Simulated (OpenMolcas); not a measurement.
## Cu2+: effect of the metal basis

Cu2+ with its 6 nearest fluoride ions at 2.035 Å, on the Zn site of KZnF3 (a = 4.054 Å, distance in the model lattice 2.027 Å). The rest of the host is ab initio model potentials to 7.6 Å and point charges beyond; the distance is set by hand and nothing relaxes.

| Property | Result |
| --- | --- |
| Program | OpenMolcas |
| Method | SS-CASPT2, IPEA 0.25 Eh, imaginary shift 0.1 Eh (closed shells correlated: 3s 3p and the ligand valence shells) |
| Spin-orbit coupling | state interaction with AMFI integrals over the reference wave functions |

Fixed: ligand basis ANO-RCC-VDZP, active space 9 electrons in 5 orbitals (3d), DKH2 Hamiltonian.

States (labels of O, the rotations of Oh). Energies in cm-1 above the lowest state or level, χT in cm3 K/mol; 10Dq is the gap between the two states.

```csv
Run,Metal basis,Ground state,First state of that spin,10Dq,First gap with spin-orbit (degeneracies),χT at 300 K,Cost
A,ANO-RCC-VDZP,2E,2T2 7350,7354,"6660 (4, 2)",0.575,roughly 17 core-seconds
B,ANO-RCC-VTZP,2E,2T2 7190,7186,"6510 (4, 2)",0.578,roughly 24 core-seconds
```

Against A, |10Dq| changes by -2.3 % in B.

Costs are those of the CASPT2 steps.

Roots that are degenerate in the reference are averaged as groups; the widest CASPT2 spread within a group is 74 cm-1 (the 3-fold group of multiplicity 2 near 7190 cm-1 above the lowest state of its run, B). Shifts and gaps below about the spread of the groups concerned are not significant. Over all roots computed the reference weight is 0.74 in A, 0.73 in B; a low but even weight reflects the number of correlated electrons. An orbital doublet at a regular site is open to a Jahn-Teller distortion, which this geometry leaves out. A single d shell leaves out the double-shell effect, which counts most for late 3d ions, where the CASPT2 field can be off either way by tens of per cent. Ligand-to-metal charge-transfer states are missing. With one d shell and no ligand orbital active, 10Dq can be off by tens of per cent for divalent 3d ions, low with halides held by bare charges and at times high in hosts, and the orbital part of g and χT goes as 1/10Dq. Free-ion shares, where given, are those of the reference states; single-state CASPT2 does not remix them. No measured value stands beside these numbers; the geometry was set by hand and not optimised.
